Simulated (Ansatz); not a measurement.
Series [WO3X]-: vertical IE (eV) at several levels, gas phase, relaxed structures; Ansatz. Core potentials for W in the def2 sets, no spin–orbit coupling. Names give formal oxidation states. The structures are stationary points that may keep the symmetry of their start. Remarks come from the PBE and PBE0 runs and from stability tests at other levels; not every state was tested. HOMO above LUMO (over both spins in singlets and doublets, within one spin in higher multiplets; at PBE or PBE0), or a gap under 0.15 eV within one spin, warns that the state may not be the lowest or that an electron is smeared out.

```csv
species,state,geometry,PBE-D4/def2-TZVPD,r2SCAN-D4/def2-TZVPD,PBE0-D4/def2-TZVPD,remarks
[WO3Br]- (WBrO3⁻),singlet to doublet,B3LYP-D4/def2-SVPD,5.21,5.37,5.58,gap within one spin near zero at PBE or PBE0 (neutral doublet)
[WO3F]- (WO3F⁻),singlet to doublet,r2SCAN-D4/def2-SVPD,5.03,5.16,5.40,–
[WO3Cl]- (WClO3⁻),singlet to doublet,r2SCAN-D4/def2-SVPD,5.18,5.31,5.53,–
[WO3(OH)]- (WO4H⁻),singlet to doublet,r2SCAN-D4/def2-SVPD,4.75,4.86,5.09,–
[WO3(NH2)]- (WNO3H2⁻),singlet to doublet,PBE-D4/def2-SVPD,4.47,4.61,4.84,gap within one spin near zero at PBE or PBE0 (neutral doublet)
```

Over the 5 species that have every level, the mean is 4.93 at PBE-D4/def2-TZVPD, 5.06 at r2SCAN-D4/def2-TZVPD, 5.29 at PBE0-D4/def2-TZVPD.
